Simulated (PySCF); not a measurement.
Sr(Cl)2 cation (Cl₂Sr), SMILES [Cl][Sr][Cl] (connectivity only; charge and spin as stated), charge +1, multiplicity 2.

The structure is a stationary point at B3LYP-D3(BJ)/def2-TZVP. The spin state was assumed, not searched. The isomer is the one that the SMILES or the coordinates give; other isomers of the formula were not compared. The def2 effective core potentials stand for the cores of Sr; spin–orbit coupling is left out.

Two levels are set side by side: PBE/def2-TZVPD (PySCF) and B3LYP/def2-TZVPD (PySCF). Same geometry, gas phase. Differences are taken from unrounded values.

```tsv
quantity	B3LYP	PBE	PBE minus B3LYP
α-spin orbital gap (eV)	5.40	4.04	-1.37
β-spin orbital gap (eV)	3.06	1.29	-1.77
mean polarisability (bohr³)	58.6	58.0	-0.6
```

Rough cost on one machine, each run with all the roots and properties that it gave: B3LYP against PBE within a factor of 2.
